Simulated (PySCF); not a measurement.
Se(OMe)(SeH) (CH4OSe2), SMILES CO[Se][SeH].

Geometry optimised at ωB97X-D3(BJ)/def2-SVP. One conformer was computed; it need not be the lowest.

Calculation: ωB97X-D3(BJ)/def2-SVP (PySCF 2.14.0).

Frequencies are harmonic and unscaled.

| mode | ν (cm⁻¹) | IR (km/mol) | moving atoms (share of kinetic energy) |
|---|---|---|---|
| 1 | 92 | 2.0 | C 43 %, Se 28 %, H 26 % |
| 2 | 155 | 0.7 | H 70 %, O 16 %, Se 12 % |
| 3 | 236 | 6.4 | O 51 %, H 34 %, Se 11 % |
| 4 | 311 | 3.2 | Se 59 %, H 22 %, C 12 % |
| 5 | 315 | 6.8 | Se 45 %, H 38 %, O 9 % |
| 6 | 365 | 6.0 | H 59 %, C 16 %, O 13 %, Se 13 % |
| 7 | 630 | 60.0 | O 70 %, Se 16 % |
| 8 | 771 | 5.8 | H 98 % |
| 9 | 1117 | 133.2 | O 51 %, C 43 % |
| 10 | 1179 | 2.0 | H 76 %, C 18 % |
| 11 | 1196 | 4.1 | H 71 %, C 21 %, O 8 % |
| 12 | 1459 | 5.3 | H 89 %, C 10 % |
| 13 | 1468 | 12.7 | H 95 % |
| 14 | 1490 | 14.1 | H 95 % |
| 15 | 2462 | 20.2 | H 99 % |
| 16 | 3028 | 46.9 | H 97 % |
| 17 | 3113 | 32.2 | H 90 %, C 10 % |
| 18 | 3165 | 15.3 | H 90 %, C 10 % |
